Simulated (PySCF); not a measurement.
Computed shifts of a molecule C3H10OSi2, KT2/pcSseg-1 in PySCF, GIAO, gas phase, atoms alike by connectivity averaged where their shifts nearly agree, in ppm (number of nuclei): ¹³C: 230.5 (1), -2.6 (1), -4.0 (1). ²⁹Si: -27.5 (1), -110.7 (1). ¹H: 12.24 (1), 3.67 (3), 0.84 (3), 0.62 (3). References: ¹³C against TMS (σ = 185.1 ppm); ²⁹Si against TMS (σ = 361.9 ppm); ¹⁷O against H2O (σ = 330.4 ppm); ¹H against TMS (σ = 31.47 ppm), references at their B3LYP-D3(BJ)/def2-TZVP geometries, non-relativistic. Coordinates come from a B3LYP-D3(BJ)/def2-SVP optimisation. The values are those of a single conformer.

Pick the molecule that these values belong to.
A) C[Si]1(C)OC[SiH2]1
B) C=C[SiH2][SiH2]OC
C) C[C@H]1CO[SiH2][SiH2]1
D) C[Si](C)([SiH3])C=O

D, C[Si](C)([SiH3])C=O
